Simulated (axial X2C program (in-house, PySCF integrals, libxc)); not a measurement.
Photoelectron levels of SrI⁻ by EOM-IP-CCSD

Computed with an in-house all-electron X2C program for linear molecules (integrals from PySCF): two-component X2C with atomic mean-field Coulomb and Gaunt terms, Gaussian nuclei, basis I dyall-acv3z, Sr dyall-acv3z with contracted cores.

R = 3.626 Å (1.150 times 3.153 Å, the PBE0 minimum at charge -1 for the lowest determinant).

Vertical detachment energies of SrI⁻ to the states of SrI:

```json
{"Ω of SrI": "1/2", "vertical detachment energy (eV)": "1.805", "above lowest (cm⁻¹)": "0", "ionised spinor": "76% Sr sσ, 14% Sr pσ", "one-hole weight": "0.96"}
{"Ω of SrI": "3/2", "vertical detachment energy (eV)": "4.433", "above lowest (cm⁻¹)": "21202", "ionised spinor": "93% I pπ", "one-hole weight": "0.83"}
```

This point took 23 s on 1 thread of Intel(R) Xeon(R) Platinum 8175M CPU @ 2.50GHz (Skylake/Cascade Lake), on a shared host.

Reference electrons by ω block (each with its −ω partner): 1/2: 30, 3/2: 13, 5/2: 3. 18 electrons of SrI⁻ correlated (inner shells frozen), 84 natural virtual spinors (a truncated set); levels can be off by some tenths of an eV. Roots sought by Ω: (1/2: 4, 3/2: 3, 5/2: 1); the list ends where they run out and leaves out roots under 60 % one-particle weight. The solver can skip a root, and states that need a further excitation, which the method places far too high, are missing though they may lie low or lowest. T1 of the reference 0.017 (Lee–Taylor). Number of frozen shells: I 4 s, 3 p, 2 d; Sr 3 s, 2 p, 1 d. Large amplitudes in the reference (orbital relaxation or multireference character) lower the reliability.
